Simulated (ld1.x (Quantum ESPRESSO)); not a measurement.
**u(r) = r·R(r): atom against pseudo-atom (tellurium)**

Columns: radius, all-electron u(r) and pseudo u(r) of the 4d shell (level -41.70 eV) of tellurium in the configuration [Kr] 4d10 5s2 5p4; LDA (PZ), scalar-relativistic, RRKJ scheme, ld1.x (Quantum ESPRESSO) 7.5.

| r (bohr) | all-electron | pseudo |
| --- | --- | --- |
| 0.088 | 0.2929 | -0.0073 |
| 0.175 | 0.5936 | -0.0542 |
| 0.262 | 0.4586 | -0.1652 |
| 0.350 | 0.0699 | -0.3433 |
| 0.438 | -0.3534 | -0.5635 |
| 0.525 | -0.6951 | -0.7833 |
| 0.612 | -0.9276 | -0.9646 |
| 0.700 | -1.0581 | -1.0809 |
| 0.788 | -1.1058 | -1.1227 |
| 0.875 | -1.0950 | -1.1038 |
| 0.962 | -1.0469 | -1.0487 |
| 1.050 | -0.9757 | -0.9757 |
| 1.138 | -0.8931 | -0.8931 |
| 1.225 | -0.8077 | -0.8077 |
| 1.312 | -0.7232 | -0.7232 |
| 1.400 | -0.6417 | -0.6417 |
| 1.487 | -0.5667 | -0.5667 |
| 1.575 | -0.4975 | -0.4975 |
| 1.662 | -0.4356 | -0.4356 |
| 1.750 | -0.3796 | -0.3796 |
| 1.838 | -0.3300 | -0.3300 |
| 1.925 | -0.2868 | -0.2868 |
| 2.012 | -0.2487 | -0.2487 |
| 2.100 | -0.2151 | -0.2151 |
| 2.188 | -0.1857 | -0.1857 |
| 2.275 | -0.1605 | -0.1605 |

Question: How many radial nodes do the two functions have?

Answer: The all-electron 4d function has n − l − 1 = 1; the pseudo-wave has 0, since the states of the same l below it are removed with the core.

Question: At about which radius was the pseudo-wave matched?

Answer: 1.05 bohr, where the columns begin to agree (steps of 0.09 bohr).

Question: Is the pseudo-wave norm-conserving?

Answer: Yes: the RRKJ scheme keeps the norm inside the radius equal to the all-electron one, which fixes the energy derivative of the logarithmic derivative at the level.
